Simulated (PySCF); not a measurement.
A calculated (r2SCAN, PySCF 2.14, aug-cc-pVTZ-DK, scalar relativity by spin-free X2C-1e) atom or ion has these occupied shells.

```
shell  electrons  orbital energy (eV)  rms radius, mean of both spins (bohr)
 1s α          1              -9554.5                                 0.0580
 1s β          1              -9554.5                                 0.0580
 2s β          1              -1177.9                                  0.245
 2s α          1              -1177.9                                  0.245
 2p β          3              -1020.5                                  0.219
 2p α          3              -1020.5                                  0.219
 3s β          1              -143.00                                  0.732
 3s α          1              -142.99                                  0.732
 3p α          3              -95.603                                  0.776
 3p β          3              -95.598                                  0.776
 3d α          5              -20.094                                   1.03
 3d β          5              -19.881                                   1.03
 4s α          1              -14.864                                   2.56
```

(1) Name the element and its charge.

Answers

(1) Zn+ (zinc, charge +1), in [Ar] 3d10 4s1, 2S determinant.
